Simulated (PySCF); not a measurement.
**Two-photon absorption: `C(O)CC(F)(F)F`, C3H5F3O**

Molfile (atoms numbered from 1):
```
C3H5F3O
     RDKit          3D

 12 11  0  0  0  0  0  0  0  0999 V2000
    1.7956    0.2415   -1.2371 O   0  0  0  0  0  0  0  0  0  0  0  0
    0.4900    0.4258   -0.7722 C   0  0  0  0  0  0  0  0  0  0  0  0
    0.2148   -0.3782    0.4936 C   0  0  0  0  0  0  0  0  0  0  0  0
   -1.2061   -0.2737    0.9749 C   0  0  0  0  0  0  0  0  0  0  0  0
   -1.4047   -0.9906    2.0846 F   0  0  0  0  0  0  0  0  0  0  0  0
   -1.5378    0.9940    1.2549 F   0  0  0  0  0  0  0  0  0  0  0  0
   -2.0725   -0.7128    0.0542 F   0  0  0  0  0  0  0  0  0  0  0  0
    2.4015    0.6564   -0.6146 H   0  0  0  0  0  0  0  0  0  0  0  0
    0.2521    1.4916   -0.5925 H   0  0  0  0  0  0  0  0  0  0  0  0
   -0.1842    0.0813   -1.5710 H   0  0  0  0  0  0  0  0  0  0  0  0
    0.4365   -1.4403    0.3129 H   0  0  0  0  0  0  0  0  0  0  0  0
    0.8617   -0.0405    1.3191 H   0  0  0  0  0  0  0  0  0  0  0  0
  1  2  1  0
  2  3  1  0
  3  4  1  0
  4  5  1  0
  4  6  1  0
  4  7  1  0
  1  8  1  0
  2  9  1  0
  2 10  1  0
  3 11  1  0
  3 12  1  0
M  END
```

Method used: PySCF 2.14.0, TDDFT CAM-B3LYP/def2-TZVPD excited states, vertical, gas phase. Geometry: PBE0-D3(BJ)/def2-SVP.

Problem. Give the one- and two-photon strengths of the lowest singlets.

Solution. δ for parallel linear polarisation; σ at the peak of a Lorentzian of half width 0.1 eV, single beam; Ω is circular over linear.
```
state  E (eV)      f  photon λ (nm)  δ (au)  σ (GM)     Ω                                main
   S1    6.98  0.007            355    14.5    0.26  1.24                      HOMO→LUMO 0.87
   S2    8.46  0.012            293    28.4    0.75  0.64  HOMO→LUMO+2 0.43, HOMO→LUMO+1 0.27
   S3    8.49  0.009            292    17.3    0.46  1.50  HOMO−1→LUMO 0.76, HOMO→LUMO+2 0.11
   S4    8.57  0.007            289    57.8    1.55  0.24  HOMO→LUMO+1 0.44, HOMO→LUMO+2 0.29
   S5    8.69  0.048            285    5.81    0.16  1.50                    HOMO→LUMO+3 0.81
   S6    9.59  0.014            259    40.7    1.37  1.02  HOMO→LUMO+8 0.21, HOMO→LUMO+5 0.21
```

Among these, the strongest one-photon state is S5, the strongest two-photon state S4, with a dipole change of 5.1 D (relaxed, norm of the difference vector).
